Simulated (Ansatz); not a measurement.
Coupled-cluster run, C₂HF₄O, SMILES `F[C](F)OC(F)F` radical.

```yaml
crystal:
  periodic: [false, false, false]
  atoms:
    - {symbol: F, position_ang: [-1.680853, 1.104497, -0.310685]}
    - {symbol: C, position_ang: [-1.041571, 0.145499, -0.960154]}
    - {symbol: F, position_ang: [-1.599660, -1.026497, -0.683642]}
    - {symbol: O, position_ang: [0.287803, 0.165304, -0.829229]}
    - {symbol: C, position_ang: [0.824914, -0.082229, 0.434774]}
    - {symbol: F, position_ang: [2.008160, -0.654279, 0.239800]}
    - {symbol: F, position_ang: [1.019472, 1.077004, 1.071674]}
    - {symbol: H, position_ang: [0.181735, -0.729298, 1.037452]}
basis:
  gaussian: {orbitals: def2-TZVPP}
magnetization: {spin_polarized: true, initial_magnetization: 1}
correlation: {method: ccsd_t}
scf: {omitted_lower_state_checks: [cluster_reference]}
```

```sh
$ ansatz run in.yaml --threads 2 --pin off --events-out ev --progress --plain --max-ram 32768MiB --backend cuda --devices 0, --max-vram 18GiB
```

Log, shortened:

```
Functional definition: HF
1539 factors; integrals over basis functions are off by at most 7.7e-4 eV
mean field evaluation 1: about -14937.4450 eV, gradient 3.6e1 eV
mean field evaluation 2: about -14937.4551 eV, gradient 3.6e1 eV
mean field evaluation 4: about -14942.4669 eV, gradient 3.6e0 eV
mean field evaluation 8: about -14942.5929 eV, gradient 2.9e-1 eV
mean field -14942.59399734 eV, -549.1302009483 hartree, gradient 3.0e-6 eV, S^2 0.754778; 0 other end points of the search recorded, 0 dependent functions left out
7 core orbitals not correlated: weight in the atoms' cores, before any rotation towards them, 1.000 or more for the frozen orbitals, at most 0.000 for the correlated occupied ones
reference -14942.59399734 eV, -549.1302009483 hartree; 22, 21 occupied and 202, 203 virtual orbitals, 1539 factors
second order -40.96185823 eV of doubles, -0.00000000 eV of singles
cycle   1  -40.25641351 eV  change    7.1e-1 eV  update   1.3e-1
cycle   2  -41.09357302 eV  change   -8.4e-1 eV  update   3.6e-2
cycle   3  -41.28067430 eV  change   -1.9e-1 eV  update   1.9e-2
cycle   4  -41.26191928 eV  change    1.9e-2 eV  update   5.4e-3
cycle   5  -41.25673439 eV  change    5.2e-3 eV  update   2.7e-3
cycle   6  -41.25919925 eV  change   -2.5e-3 eV  update   8.7e-4
cycle   7  -41.25948880 eV  change   -2.9e-4 eV  update   3.4e-4
cycle   8  -41.25934273 eV  change    1.5e-4 eV  update   1.1e-4
cycle   9  -41.25937471 eV  change   -3.2e-5 eV  update   4.5e-5
perturbative correction -1.37608638 eV, -0.0505702418 hartree
Total energy: -14985.22945843 eV, -550.6970252441 hartree
Checks for a lower state left out: cluster_reference
```

It took 20 s on 2 threads of an AMD EPYC 7R13 on a shared host and a share of an NVIDIA H100 80 GB, with 0.88 GiB of host memory at the peak.

Correlation energy per correlated electron: -0.992 eV. T1 diagnostic: 0.0138.
